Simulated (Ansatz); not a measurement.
A nudged elastic band was laid between two geometries of H₅NS₂Si (9 atoms, charge 0, multiplicity 1).

Theory: Ansatz, RHF/def2-SVP.

| Item | Value |
| --- | --- |
| movable images | 3 |
| climbing image | yes |
| spring | 5.0 eV/Å² |
| optimiser | quadratic models (default) |
| start path | IDPP |
| force threshold | 0.05 eV/Å |
| iteration limit | 60 |
| end points | relaxed |

Image 0:

```xyz
9
Properties=species:S:1:pos:R:3
N -0.163 0.858 -1.153
Si 0.659 -0.530 -0.585
S -0.296 -1.594 1.060
S -0.265 -0.082 2.515
H -1.041 0.801 -1.631
H -0.032 1.749 -0.718
H 1.999 -0.110 -0.139
H 0.705 -1.565 -1.638
H -1.476 0.428 2.272
```

Image 4:

```xyz
9
Properties=species:S:1:pos:R:3
N 0.437 1.338 -0.822
Si 0.842 -0.225 -0.259
S 0.052 -0.774 1.698
S -2.002 -0.625 1.292
H -0.464 1.514 -1.223
H 0.801 2.157 -0.376
H 2.301 -0.321 -0.051
H 0.338 -1.209 -1.234
H -2.217 -1.901 0.959
```

Task: Which bonds break or form, and what moves?

Result: No bond is made or broken. The dihedral N1–Si2–S3–S4 goes from -62 to 61°.

Task: Give the energies along the band, and the barrier.

Result: The run converged. The highest image is number 2 of 0 to 4, 0.151 eV above the first end and 0.160 eV above the last; the last end lies 0.009 eV below the first. Another band between the same ends (7 images) ends at a top of the same energy, where a vibrational analysis finds 1 clearly imaginary mode. So few images can step over the top or miss a turn of the path.

```json
{"image": "0", "path coordinate (Å)": "0.00", "energy (eV)": "0.000", "dihedral N1–Si2–S3–S4 (°)": "-62"}
{"image": "1", "path coordinate (Å)": "0.91", "energy (eV)": "0.070", "dihedral N1–Si2–S3–S4 (°)": "-35"}
{"image": "2", "path coordinate (Å)": "1.82", "energy (eV)": "0.151", "dihedral N1–Si2–S3–S4 (°)": "-1"}
{"image": "3", "path coordinate (Å)": "2.83", "energy (eV)": "0.064", "dihedral N1–Si2–S3–S4 (°)": "33"}
{"image": "4", "path coordinate (Å)": "3.84", "energy (eV)": "-0.009", "dihedral N1–Si2–S3–S4 (°)": "61"}
```

Task: What is the geometry of the highest image?

Result: 
```xyz
9
Properties=species:S:1:pos:R:3
N 0.201 1.047 -0.908
Si 0.832 -0.498 -0.541
S 0.096 -1.396 1.335
S -1.185 0.058 2.121
H -0.732 1.145 -1.260
H 0.446 1.838 -0.343
H 2.297 -0.417 -0.398
H 0.467 -1.439 -1.618
H -2.333 -0.383 1.597
```

Run time: 64 s on 1 CPU thread of a shared host.
